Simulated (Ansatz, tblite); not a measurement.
Forces on `CN(C)c1ccc(-c2ccc(-c3ccc(-c4ccc(C#N)cc4)cc3)cc2)cc1` at its r2SCAN-D4/def2-SVP geometry. The state is a singlet with charge 0.

The xTB rows come from tblite. Single mean-field runs in def2-TZVP are fitted with def2-universal-jkfit.

GFN1-xTB (tblite), largest force 1.80 eV/Å:

```xyz
51
positions Å, forces eV/Å
C    -2.656   -4.334    7.098   -0.112    0.149    0.702
N    -2.481   -4.843    5.756    0.199    0.440   -0.530
C    -2.715   -6.240    5.471   -0.137   -0.704   -0.029
C    -2.052   -4.001    4.753    0.174    0.305   -0.363
C    -1.876   -4.463    3.424    0.001    0.238    0.098
C    -1.441   -3.606    2.420   -0.056    0.006    0.056
C    -1.161   -2.247    2.665   -0.103   -0.206    0.246
C    -0.701   -1.346    1.592    0.112    0.216   -0.257
C    -1.035    0.024    1.590    0.059   -0.096   -0.083
C    -0.601    0.875    0.578    0.053   -0.119   -0.019
C     0.194    0.401   -0.483   -0.106   -0.210    0.249
C     0.659    1.304   -1.555    0.113    0.220   -0.262
C    -0.139    2.375   -2.005    0.128   -0.085   -0.032
C     0.298    3.225   -3.018    0.107   -0.084    0.035
C     1.557    3.049   -3.623   -0.103   -0.199    0.239
C     2.023    3.953   -4.694    0.113    0.224   -0.261
C     3.387    4.290   -4.817   -0.135    0.041   -0.011
C     3.833    5.141   -5.822   -0.244    0.006   -0.019
C     2.916    5.686   -6.743   -0.053   -0.100    0.122
C     3.367    6.561   -7.779    0.452    0.869   -1.038
N     3.736    7.274   -8.625   -0.568   -1.096    1.304
C     1.550    5.358   -6.633    0.207   -0.079    0.105
C     1.117    4.507   -5.622    0.131   -0.055    0.023
C     2.357    1.981   -3.172   -0.135    0.030    0.026
C     1.916    1.127   -2.165   -0.120    0.101    0.015
C     0.530   -0.967   -0.484   -0.080    0.068    0.080
C     0.093   -1.818    0.527   -0.046    0.121    0.055
C    -1.340   -1.793    3.986    0.021   -0.072    0.021
C    -1.767   -2.635    5.006    0.040   -0.145   -0.208
H    -3.033   -5.137    7.744    0.074    0.146   -0.132
H    -1.707   -3.965    7.534   -0.243   -0.183   -0.249
H    -3.385   -3.504    7.131    0.194   -0.293   -0.133
H    -3.020   -6.752    6.392    0.061    0.104   -0.169
H    -3.518   -6.383    4.722    0.223    0.179    0.255
H    -1.807   -6.743    5.087   -0.216    0.263    0.160
H    -2.095   -5.501    3.167    0.077    0.282    0.051
H    -1.347   -3.999    1.404   -0.015    0.088    0.292
H    -1.665    0.423    2.390    0.184   -0.080   -0.236
H    -0.866    1.935    0.621    0.061   -0.308    0.008
H    -1.128    2.530   -1.566    0.281   -0.016   -0.142
H    -0.341    4.056   -3.331    0.173   -0.249    0.102
H     4.106    3.898   -4.092   -0.195    0.105   -0.224
H     4.892    5.401   -5.898   -0.311   -0.095    0.027
H     0.837    5.771   -7.352    0.200   -0.122    0.230
H     0.059    4.239   -5.567    0.297    0.097   -0.015
H     3.333    1.805   -3.634   -0.282    0.038    0.147
H     2.568    0.316   -1.828   -0.167    0.239   -0.120
H     1.130   -1.374   -1.303   -0.170    0.093    0.247
H     0.388   -2.871    0.503   -0.072    0.300   -0.026
H    -1.105   -0.753    4.233   -0.085   -0.288   -0.053
H    -1.865   -2.227    6.014    0.019   -0.086   -0.285
```

GFN2-xTB (tblite), largest force 2.35 eV/Å:

```
C -0.058 -0.039 0.210
N 0.081 0.168 -0.206
C -0.051 -0.193 0.080
C 0.132 0.231 -0.274
C 0.032 0.358 0.069
C -0.073 0.033 0.144
C -0.103 -0.207 0.248
C 0.103 0.198 -0.235
C 0.108 -0.082 -0.171
C 0.052 -0.216 0.014
C -0.098 -0.194 0.230
C 0.102 0.200 -0.238
C 0.189 -0.053 -0.097
C 0.120 -0.158 0.084
C -0.096 -0.184 0.222
C 0.097 0.193 -0.224
C -0.138 0.100 -0.079
C -0.230 -0.012 0.013
C -0.005 -0.008 0.013
C 0.484 0.931 -1.112
N -0.744 -1.437 1.708
C 0.174 -0.097 0.116
C 0.188 -0.011 -0.031
C -0.196 0.010 0.089
C -0.127 0.174 -0.045
C -0.131 0.062 0.168
C -0.040 0.215 0.015
C 0.004 -0.163 0.010
C 0.075 -0.138 -0.331
H 0.105 0.219 -0.180
H -0.257 -0.177 -0.212
H 0.198 -0.300 -0.098
H 0.087 0.140 -0.251
H 0.223 0.143 0.262
H -0.237 0.230 0.163
H 0.113 0.453 0.095
H -0.033 0.160 0.421
H 0.260 -0.155 -0.337
H 0.112 -0.437 -0.006
H 0.412 -0.058 -0.194
H 0.268 -0.344 0.141
H -0.301 0.162 -0.314
H -0.417 -0.110 0.020
H 0.282 -0.153 0.292
H 0.445 0.121 -0.021
H -0.412 0.064 0.189
H -0.264 0.346 -0.145
H -0.254 0.158 0.337
H -0.116 0.438 0.000
H -0.102 -0.427 -0.101
H 0.037 -0.155 -0.451
```

PBE-D4/def2-TZVP (Ansatz), largest force 0.15 eV/Å:

```
C -0.022 0.029 0.148
N 0.022 0.050 -0.067
C -0.032 -0.141 -0.001
C 0.036 0.069 -0.078
C 0.011 0.032 -0.025
C -0.005 0.019 0.025
C -0.004 -0.010 0.014
C 0.002 0.000 0.000
C 0.020 -0.007 -0.024
C 0.004 -0.032 -0.001
C 0.000 -0.003 0.003
C 0.001 0.002 -0.004
C 0.032 -0.006 -0.013
C 0.020 -0.026 0.008
C -0.003 -0.005 0.010
C 0.002 0.009 -0.005
C -0.030 0.010 -0.017
C -0.022 0.005 -0.011
C -0.008 -0.012 0.019
C -0.047 -0.097 0.108
N 0.013 0.029 -0.031
C 0.024 0.000 0.005
C 0.038 -0.002 0.002
C -0.030 0.005 0.012
C -0.021 0.027 -0.012
C -0.016 0.011 0.025
C -0.008 0.031 -0.004
C -0.003 -0.028 -0.016
C 0.014 0.019 -0.035
H 0.018 0.029 -0.042
H -0.047 -0.027 -0.035
H 0.036 -0.048 -0.013
H 0.015 0.033 -0.035
H 0.039 0.020 0.040
H -0.040 0.033 0.025
H 0.013 0.067 0.033
H -0.004 0.033 0.076
H 0.043 -0.032 -0.057
H 0.023 -0.076 -0.005
H 0.077 -0.015 -0.031
H 0.054 -0.061 0.021
H -0.069 0.031 -0.061
H -0.094 -0.018 -0.001
H 0.070 -0.032 0.061
H 0.092 0.019 0.001
H -0.077 0.018 0.030
H -0.053 0.061 -0.021
H -0.044 0.032 0.058
H -0.022 0.075 0.006
H -0.017 -0.078 -0.022
H 0.001 -0.041 -0.064
```
